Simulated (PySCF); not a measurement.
Record of a relaxation.

Species: C₃H₁₀BP.
Bonds: C1–C2, C2–C3, C2–B4, B4–P5. Hydrogens: H6, H7, H8 on C1; H9 on C2; H10, H11, H12 on C3; H13 on B4; H14, H15 on P5.

Method: PBE0-D3(BJ)/def2-SVP geometry optimisation, gas phase (PySCF 2.14.0); density fitting, grid level 1; the optimiser is geomeTRIC in internal coordinates, started from a GFN2-xTB structure with every atom displaced at random (about 0.01 Å). The frame can shift and turn from step to step; on so coarse a grid that alone can change the energy by a few meV, and forces under 0.02 eV/Å are noise.

Step 0: E = -13224.8790 eV, largest atomic force 2.084 eV/Å
```
atom  x, y, z in Å  |  force x, y, z in eV/Å
C1     -1.617   -0.334   -0.755   -0.277   1.189   0.000
C2     -0.358   -0.298    0.074    0.630   0.359   0.054
C3     -0.534    0.701    1.229    1.233  -0.479   0.038
B4      0.963    0.128   -0.766   -1.840  -0.460   0.863
P5      2.504   -0.859   -0.633    0.214  -0.679  -0.459
H6     -2.496   -0.572   -0.143   -0.121  -0.208   0.058
H7     -1.812    0.669   -1.193    0.036  -0.267   0.036
H8     -1.543   -1.026   -1.573   -0.074  -0.688  -0.696
H9     -0.237   -1.284    0.542    0.228  -0.247   0.024
H10    -1.381    0.436    1.854   -0.535  -0.084   0.228
H11     0.359    0.700    1.885   -0.153   0.052  -0.049
H12    -0.652    1.712    0.861   -0.219   0.646  -0.191
H13     0.836    1.008   -1.552    0.140   0.486  -0.395
H14     3.435    0.155   -0.564    0.849   0.699  -0.186
H15     2.518   -1.151    0.728   -0.111  -0.318   0.675
```

Step 1: E = -13225.0469 eV, largest atomic force 0.297 eV/Å
```
atom  x, y, z in Å  |  force x, y, z in eV/Å
C1     -1.609   -0.382   -0.692    0.048  -0.093  -0.124
C2     -0.334   -0.364    0.151   -0.086  -0.080   0.018
C3     -0.449    0.652    1.299   -0.093   0.097   0.009
B4      0.942    0.044   -0.670    0.082  -0.088   0.039
P5      2.567   -0.920   -0.561    0.013   0.227   0.192
H6     -2.489   -0.654   -0.086   -0.011  -0.013   0.016
H7     -1.802    0.607   -1.133   -0.015   0.066  -0.025
H8     -1.544   -1.103   -1.528   -0.006   0.063   0.117
H9     -0.205   -1.360    0.615    0.043   0.011  -0.042
H10    -1.324    0.419    1.933    0.056   0.027  -0.055
H11     0.438    0.648    1.948    0.060  -0.007   0.041
H12    -0.580    1.681    0.920   -0.001  -0.073   0.012
H13     0.875    0.961   -1.459    0.020   0.025  -0.022
H14     3.538    0.131   -0.530   -0.140  -0.157  -0.036
H15     2.574   -1.249    0.830    0.032  -0.005  -0.139
```

Step 2: E = -13225.0518 eV, largest atomic force 0.122 eV/Å
```
atom  x, y, z in Å  |  force x, y, z in eV/Å
C1     -1.609   -0.380   -0.696    0.011   0.005  -0.027
C2     -0.340   -0.367    0.156   -0.034  -0.036   0.016
C3     -0.454    0.654    1.300    0.015   0.018   0.009
B4      0.943    0.037   -0.657    0.036  -0.014  -0.005
P5      2.569   -0.916   -0.557   -0.064   0.084   0.062
H6     -2.493   -0.649   -0.093   -0.004   0.003   0.002
H7     -1.797    0.611   -1.141    0.004  -0.007   0.006
H8     -1.541   -1.103   -1.524   -0.003  -0.001   0.015
H9     -0.213   -1.363    0.618    0.014   0.001  -0.011
H10    -1.332    0.431    1.929    0.000   0.004  -0.004
H11     0.432    0.648    1.955   -0.005  -0.003  -0.005
H12    -0.578    1.680    0.915    0.002  -0.007  -0.006
H13     0.878    0.955   -1.447    0.021   0.006  -0.010
H14     3.530    0.132   -0.544   -0.011  -0.027  -0.021
H15     2.604   -1.258    0.824    0.019  -0.025  -0.021
```

Step 3: E = -13225.0530 eV, largest atomic force 0.051 eV/Å
```
atom  x, y, z in Å  |  force x, y, z in eV/Å
C1     -1.608   -0.381   -0.698   -0.007   0.017   0.022
C2     -0.342   -0.367    0.158   -0.011   0.009  -0.008
C3     -0.457    0.658    1.300    0.020  -0.014  -0.001
B4      0.942    0.041   -0.652    0.006  -0.014   0.003
P5      2.562   -0.914   -0.550   -0.043   0.025  -0.012
H6     -2.494   -0.648   -0.096   -0.001   0.007  -0.003
H7     -1.794    0.610   -1.145    0.004  -0.011   0.002
H8     -1.538   -1.106   -1.522    0.000  -0.018  -0.018
H9     -0.212   -1.363    0.618    0.003  -0.001   0.002
H10    -1.337    0.437    1.927   -0.014  -0.001   0.010
H11     0.428    0.652    1.956   -0.012   0.000  -0.007
H12    -0.580    1.681    0.910    0.002   0.015  -0.005
H13     0.885    0.960   -1.442    0.009  -0.012   0.006
H14     3.529    0.124   -0.550    0.040   0.012  -0.007
H15     2.615   -1.272    0.825    0.002  -0.013   0.015
```

Step 4: E = -13225.0533 eV, largest atomic force 0.032 eV/Å
```
atom  x, y, z in Å  |  force x, y, z in eV/Å
C1     -1.609   -0.380   -0.700   -0.004   0.004   0.023
C2     -0.347   -0.368    0.162    0.024   0.001  -0.008
C3     -0.463    0.661    1.300    0.005  -0.017  -0.006
B4      0.943    0.038   -0.642   -0.012   0.020  -0.008
P5      2.564   -0.910   -0.549   -0.027  -0.015  -0.009
H6     -2.498   -0.640   -0.102    0.003   0.006  -0.001
H7     -1.788    0.609   -1.152    0.002  -0.004  -0.005
H8     -1.538   -1.110   -1.521    0.000  -0.010  -0.015
H9     -0.219   -1.363    0.624   -0.004  -0.001   0.009
H10    -1.347    0.446    1.923   -0.008   0.000   0.005
H11     0.419    0.654    1.960   -0.005   0.002  -0.001
H12    -0.580    1.683    0.906    0.002   0.011   0.000
H13     0.890    0.957   -1.433    0.001  -0.004   0.000
H14     3.539    0.120   -0.559    0.020   0.014   0.003
H15     2.634   -1.283    0.821    0.002  -0.007   0.014
```

Step 5: E = -13225.0534 eV, largest atomic force under 0.02 eV/Å
```
atom  x, y, z in Å  |  force x, y, z in eV/Å
C1     -1.607   -0.381   -0.701   -0.003  -0.003   0.007
C2     -0.346   -0.365    0.161    0.009   0.007  -0.004
C3     -0.465    0.663    1.299   -0.005  -0.005  -0.002
B4      0.943    0.042   -0.642   -0.001   0.002  -0.001
P5      2.560   -0.912   -0.546    0.001  -0.005  -0.006
H6     -2.497   -0.640   -0.102    0.001   0.003   0.000
H7     -1.787    0.607   -1.156    0.002  -0.002  -0.004
H8     -1.536   -1.113   -1.520    0.000  -0.002  -0.002
H9     -0.217   -1.360    0.625   -0.001   0.001   0.004
H10    -1.350    0.448    1.922   -0.001   0.001   0.000
H11     0.416    0.658    1.960   -0.001   0.001   0.001
H12    -0.582    1.686    0.905    0.002   0.003   0.001
H13     0.892    0.961   -1.433   -0.003  -0.001   0.002
H14     3.544    0.111   -0.556    0.004  -0.001   0.003
H15     2.630   -1.291    0.822   -0.002   0.001   0.003
```

Question: Summarise the path.

Answer: The energy falls by 0.1745 eV from step 0 to step 5; nine tenths of that is first reached at step 1. It falls at every step. The largest force goes from 2.084 to under 0.02 eV/Å. Among the bonds C2–B4 changes most, from 1.622 to 1.573 Å; the atoms move by 0.056 Å rms after alignment.

Question: Follow the three bonds and two angles with the largest change from start to end.

Answer: 
```json
{"step": "0", "E above end (eV)": "0.1745", "largest force (eV/Å)": "2.084", "C2–B4 (Å)": "1.622", "B4–P5 (Å)": "1.835", "P5–H14 (Å)": "1.378", "P5–B4–H13 (°)": "122.5", "H14–P5–H15 (°)": "95.6"}
{"step": "1", "E above end (eV)": "0.0065", "largest force (eV/Å)": "0.297", "C2–B4 (Å)": "1.572", "B4–P5 (Å)": "1.893", "P5–H14 (Å)": "1.431", "P5–B4–H13 (°)": "118.1", "H14–P5–H15 (°)": "98.4"}
{"step": "2", "E above end (eV)": "0.0017", "largest force (eV/Å)": "0.122", "C2–B4 (Å)": "1.572", "B4–P5 (Å)": "1.888", "P5–H14 (Å)": "1.422", "P5–B4–H13 (°)": "117.6", "H14–P5–H15 (°)": "98.7"}
{"step": "3", "E above end (eV)": "0.0004", "largest force (eV/Å)": "0.051", "C2–B4 (Å)": "1.572", "B4–P5 (Å)": "1.883", "P5–H14 (Å)": "1.419", "P5–B4–H13 (°)": "117.4", "H14–P5–H15 (°)": "99.1"}
{"step": "4", "E above end (eV)": "0.0001", "largest force (eV/Å)": "0.032", "C2–B4 (Å)": "1.573", "B4–P5 (Å)": "1.880", "P5–H14 (Å)": "1.419", "P5–B4–H13 (°)": "116.9", "H14–P5–H15 (°)": "99.4"}
{"step": "5", "E above end (eV)": "0.0000", "largest force (eV/Å)": "under 0.02", "C2–B4 (Å)": "1.573", "B4–P5 (Å)": "1.879", "P5–H14 (Å)": "1.420", "P5–B4–H13 (°)": "117.0", "H14–P5–H15 (°)": "99.5"}
```

The cost below is that of the whole optimisation. Hardware: one thread of an Arm Neoverse V1, no GPU (shared host). Cost: 31 s, 0.53 GiB resident at most.
